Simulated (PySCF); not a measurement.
**TiOF: from structure and modes to constants**

Method: UPBE0/[Ti def2-TZVP, O def2-TZVP, F def2-TZVP], no relativity, density fitting, PySCF.

The doublet minimum has Cs symmetry. Masses (u): Ti 47.94795, O 15.99492, F 18.99840.

```xyz
3
charge 0 multiplicity 2, angstrom
Ti   -0.0905    0.0000   -0.3423
O    -1.5350    0.0000    0.3786
F     1.5201    0.0000    0.5306
```

Harmonic wavenumbers (cm⁻¹): 126.5 (a', ×1), 654.4 (a', ×1), 1050.0 (a', ×1).

(1) Find the principal moments of inertia and the rotational constants. What kind of rotor is it?

(2) Give the standard entropy (298.15 K, 1 bar) by its translational, rotational, vibrational and spin parts, and Cp.

## Answers

(1) About the centre of mass I = 12.449, 82.792, 95.242 u Å². With B = 16.8576/I this gives 1.354, 0.2036, 0.177 cm⁻¹. The molecule is an asymmetric top with κ = -0.95.

(2) Sackur–Tetrode with M = 82.94 u gives 164.0; rotation with symmetry number 1 gives 96.3; vibration 14.4; spin R ln 2 = 5.8. The total is 280.4 J/(mol K), and Cp = 4 R + 13.3 = 46.5 J/(mol K).

Other isomers or separated fragments may lie lower. Other spin states or occupations of the open shell can lie lower.
